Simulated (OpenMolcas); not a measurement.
## Multiplet structure of Ta⁺

* Program: OpenMolcas
* Method: MS-CASPT2, IPEA 0.25 Eh, imaginary shift 0.1 Eh (closed shells correlated: 5s 5p)
* Basis: ANO-RCC-VTZP [8s7p5d3f2g1h]
* Scalar Hamiltonian: DKH2, point nucleus
* Active space: 4 electrons in 11 orbitals (5d 6s 6d)
* State averaging: 2S+1 = 5 even, 15 roots; 2S+1 = 3 even, 45 roots kept (CI in the orbitals of an earlier block); 2S+1 = 1 even, 14 roots kept (CI in the orbitals of an earlier block)
* Spin-orbit coupling: state interaction with AMFI integrals over the reference wave functions, term energies averaged over their components

Spin-free terms above the lowest, with the occupations of the reference (each correlating shell added to its valence partner):

```tsv
Configuration	Term	E (cm-1)	Occupations
5d3 6s	5F	0.0	5d 3.00 6s 1.00
5d3 6s	3P(1)	2520	5d 2.90 6s 1.09
5d2 6s2	3F	3570	5d 2.46 6s 1.54
5d3 6s	1D	6360	5d 2.77 6s 1.23
5d3 6s	5P	7830	5d 3.00 6s 1.00
5d3 6s	1G	10480	5d 2.73 6s 1.27
5d3 6s	3G	10600	5d 3.11 6s 0.89
5d3 6s	3F	10750	5d 3.06 6s 0.94
5d4	5D	12240	5d 4.00
5d3 6s	3D	13420	5d 3.15 6s 0.85
5d3 6s	3P(2)	13960	5d 3.28 6s 0.72
```

With spin-orbit coupling, above the lowest level:

```csv
Configuration,Term,J,E (cm-1),Measured (cm-1),g,Term weight %,Second
5d3 6s,5F,1,0.0,0.0,0.027,95,5 3D
5d3 6s,5F,2,1068,1031,1.003,92,4 3D
5d3 6s,5F,3,2780,2642,1.247,96,
5d2 6s2,3F,2,3770,3180,0.799,65,13 5d3 6s 1D
5d3 6s,3P(1),0,4280,,,97,3 5d4 5D
5d3 6s,5F,4,4760,4416,1.341,96,3 3G
5d3 6s,3P(1),1,5050,,1.558,88,8 5P
5d3 6s,3P(1),2,5710,,1.316,55,20 5d2 6s2 3F
5d3 6s,5F,5,6700,6187,1.384,92,8 3G
5d2 6s2,3F,3,7270,6831,1.085,94,4 5d3 6s 3F
5d3 6s,1D,2,10390,,1.031,36,29 3F
5d2 6s2,3F,4,10590,9746,1.238,90,5 5d3 6s 1G
5d3 6s,5P,1,11310,,2.390,89,7 3P(1)
5d3 6s,3G,3,12750,,0.943,54,38 3F
5d3 6s,5P,2,13050,,1.557,65,18 3F
5d3 6s,5P,3,13330,,1.605,91,5 3G
5d3 6s,3G,4,13830,,1.060,40,25 3F
5d4,5D,0,14070,,,84,13 5d3 6s 3P(2)
5d3 6s,1G,4,14340,,1.025,63,34 3G
5d4,5D,1,14470,,1.491,85,8 5d3 6s 3P(2)
5d3 6s,3F,2,14620,,1.048,34,34 1D
5d4,5D,2,15430,,1.411,74,9 5d3 6s 3D
5d3 6s,3F,3,15540,,1.001,46,39 3G
5d3 6s,3G,5,16060,,1.161,62,32 3H
5d4,5D,3,16830,,1.454,82,11 5d3 6s 3D
5d3 6s,3F,4,17120,,1.142,41,35 3H
5d3 6s,3D,1,17660,,0.776,68,27 3P(2)
5d3 6s,3P(2),0,17760,,,87,13 5d4 5D
5d3 6s,3D,2,18510,,1.250,61,30 3P(2)
5d3 6s,3P(2),1,18590,,1.262,63,23 3D
5d4,5D,4,18860,,1.222,56,32 5d3 6s 3H
```

Against the 7 measured excited levels shown (NIST Handbook of Basic Atomic Spectroscopic Data) the mean absolute deviation is 420 cm-1; the largest miss in energy is 5d2 6s2 3F4: computed 10590, measured 9746 cm-1 (+8.6 %), and the largest in proportion 5d2 6s2 3F2 [65 %] (+18.7 %).

Spin-orbit coupling puts the lowest level 4651 cm-1 below the lowest spin-free term.

For 5F the intervals divided by the larger J are 534.0, 571.6, 493.9, 388.0 cm-1. Landé's interval rule makes them equal in pure LS coupling; they differ by 37 % of their mean. The multiplet is regular.

Term energies are means over components that CASPT2 splits; among the terms shown or strongly mixed into the levels shown the widest spread is 640 cm-1 (5d3 6s 5F). Terms from blocks run as CI alone lack orbitals of their own. Active for correlation alone: 6d; no level in the range computed is led by a configuration that fills it, so any true level of that kind is missing. The CASPT2 spread within a term exceeds the gap to the next term for 5d3 6s 1G and 5d3 6s 3G, 5d3 6s 3G and 5d3 6s 3F, 5d3 6s 3P(2) and 5d3 6s 3H, so the order of their levels is uncertain, and so are names and mixing where such terms share a J. Measured partners are found by configuration, term and J. A level has none where our copy of the source lacks it or the pairing is in doubt (some pairs that miss far off the trend of their configuration count as doubtful), and it then counts in no deviation. Only configurations of the active space appear. The first state left out of the spin-orbit step lies near 24000 cm-1 above the lowest spin-free state of the reference (among the parities and spins computed), and the list stops at four fifths of that energy or lower.

The CASPT2 steps took 23 min on 1 thread of Arm Neoverse V2, on a shared host; the integral step is not counted.

The term weight is that of the spin-free term in the level, not the purity of its configuration. A share in square brackets marks a mixed level and gives the weight of the term that names it. A number in round brackets counts repeated terms of one configuration in the order of the reference energies.
